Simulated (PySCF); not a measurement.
C₇H₁₄Ge.
InChI=1S/C7H14Ge/c1-7(2)8-5-3-4-6-8/h3-4,7-8H,5-6H2,1-2H3

Computed with TDDFT wB97X-D/def2-SVPD, vertical, gas phase, core orbitals frozen in the response in PySCF 2.14.0, density-fitted response routines. The structure is a single PBE0-D3(BJ)/def2-SVP conformer in the gas phase; no vibrational or solvent corrections. Relativistic effects, spin–orbit coupling among them, are left out although an element past zinc is present.

```json
{"state": "S1", "E (eV)": "6.92", "E (kJ/mol)": "668", "λ (nm)": "179.2", "f": "0.013", "main configurations (H = HOMO, L = LUMO)": "H→L (55%), H→L+3 (33%)"}
{"state": "S2", "E (eV)": "7.00", "E (kJ/mol)": "675", "λ (nm)": "177.1", "f": "0.145", "main configurations (H = HOMO, L = LUMO)": "H→L+1 (89%)"}
{"state": "S3", "E (eV)": "7.13", "E (kJ/mol)": "688", "λ (nm)": "173.8", "f": "0.0016", "main configurations (H = HOMO, L = LUMO)": "H-2→L+1 (93%)"}
{"state": "S4", "E (eV)": "7.52", "E (kJ/mol)": "725", "λ (nm)": "165.0", "f": "0.016", "main configurations (H = HOMO, L = LUMO)": "H→L+2 (72%), H-1→L+2 (9%)"}
{"state": "S5", "E (eV)": "7.60", "E (kJ/mol)": "733", "λ (nm)": "163.1", "f": "0.0080", "main configurations (H = HOMO, L = LUMO)": "H-1→L (47%), H→L+3 (17%), H→L (13%)"}
{"state": "S6", "E (eV)": "7.65", "E (kJ/mol)": "739", "λ (nm)": "162.0", "f": "0.0062", "main configurations (H = HOMO, L = LUMO)": "H-1→L+1 (62%), H-3→L+1 (21%)"}
{"state": "S7", "E (eV)": "7.92", "E (kJ/mol)": "764", "λ (nm)": "156.5", "f": "0.019", "main configurations (H = HOMO, L = LUMO)": "H-2→L (43%), H-1→L+2 (26%)"}
{"state": "S8", "E (eV)": "7.95", "E (kJ/mol)": "767", "λ (nm)": "156.0", "f": "0.0025", "main configurations (H = HOMO, L = LUMO)": "H→L+5 (43%), H→L+7 (11%), H→L+6 (8%)"}
{"state": "S9", "E (eV)": "7.97", "E (kJ/mol)": "769", "λ (nm)": "155.5", "f": "0.0078", "main configurations (H = HOMO, L = LUMO)": "H-1→L+2 (33%), H-2→L (19%), H-2→L+3 (12%)"}
{"state": "S10", "E (eV)": "8.02", "E (kJ/mol)": "774", "λ (nm)": "154.5", "f": "0.0042", "main configurations (H = HOMO, L = LUMO)": "H→L+4 (28%), H→L+3 (18%), H-1→L (13%)"}
```

Triplets, Tamm–Dancoff:

```tsv
state	E (eV)	λ (nm)	main configurations (H = HOMO, L = LUMO)
T1	4.39	282.2	H→L+1 (83%)
T2	6.91	179.4	H→L (51%), H→L+3 (31%)
T3	7.01	176.8	H-2→L+1 (85%)
T4	7.36	168.5	H→L+2 (38%), H-1→L+2 (18%), H-1→L+1 (15%)
```

The lowest singlet lies at 6.92 eV (179 nm, vacuum ultraviolet) and is weak; its leading configuration is HOMO→LUMO (55%). The most intense listed level is S2 at 7.00 eV (177 nm, f = 0.145), 0.08 eV above S1. Löwdin shares by element: HOMO carbon 76% or more (atoms not listed hold the other 24%); LUMO germanium 25%, carbon 19% or more (atoms not listed hold the other 56%). Orbital energies (eV): HOMO-3 -10.42, HOMO-2 -9.67, HOMO-1 -9.46, HOMO -8.75, LUMO 2.19, LUMO+1 2.34, LUMO+2 2.54. Weighted by f, the mean energy of these states is 7.22 eV. The listed states span 1.10 eV, and the widest gap between neighbours is 0.38 eV (S3 to S4). All these states lie below the vertical ionisation energy of 8.88 eV (ΔSCF). Singlets were solved by full linear response, triplets in the Tamm–Dancoff approximation.
